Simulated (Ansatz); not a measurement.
Reactions of `[NH]=[Nb]([NH2])([NH2])[OH]`.

Calculated with Ansatz (gas phase, PBE0-D4/def2-TZVP geometries, no zero-point term in ΔE). CCSD(T)/CBS adds triple-zeta CCSD(T) − MP2 to the extrapolated MP2 energy (def2 sets, frozen cores). This one scheme is used for every species. Functionals use def2-TZVPP. def2 core potentials past Kr. For Nb outer-core shells are correlated without core-valence functions, which leaves a few kJ/mol of doubt a bond. Each species was taken in one conformer, which may not be the lowest.

```json
{"reaction": "`[NH]=[Nb]([NH2])([NH2])[OH]` → `[NH2][Nb]([NH2])([NH2])=[O]`", "CCSD(T)/CBS(def2) (kcal/mol)": "-12.0"}
{"reaction": "`[NH]=[Nb]([NH2])([NH2])[OH]` + H₂O → `[NH]=[Nb]([NH2])([OH])[OH]` + NH₃", "CCSD(T)/CBS(def2) (kcal/mol)": "?"}
{"reaction": "`[NH]=[Nb]([NH2])([NH2])[OH]` + NH₃ → `[NH]=[Nb]([NH2])([NH2])[NH2]` + H₂O", "CCSD(T)/CBS(def2) (kcal/mol)": "13.6"}
{"reaction": "`[NH]=[Nb]([NH2])([NH2])[OH]` + HCl → `[NH]=[Nb]([NH2])([NH2])[Cl]` + H₂O", "CCSD(T)/CBS(def2) (kcal/mol)": "-12.5"}
{"reaction": "`[NH]=[Nb]([NH2])([NH2])[OH]` + H–F → `[NH]=[Nb]([NH2])([OH])[F]` + NH₃", "CCSD(T)/CBS(def2) (kcal/mol)": "-21.5"}
{"reaction": "`[NH]=[Nb]([NH2])([NH2])[OH]` + H–F → `[NH]=[Nb]([NH2])([NH2])[F]` + H₂O", "CCSD(T)/CBS(def2) (kcal/mol)": "?"}
```

Task: Fill in the missing values. (Best estimate.)

Result: Computed: `[NH]=[Nb]([NH2])([NH2])[OH]` + H₂O → `[NH]=[Nb]([NH2])([OH])[OH]` + NH₃: -12.2 kcal/mol; `[NH]=[Nb]([NH2])([NH2])[OH]` + H–F → `[NH]=[Nb]([NH2])([NH2])[F]` + H₂O: -10.0 kcal/mol.

Largest T1 diagnostic: 0.022, for `[NH2][Nb]([NH2])([NH2])=[O]`.
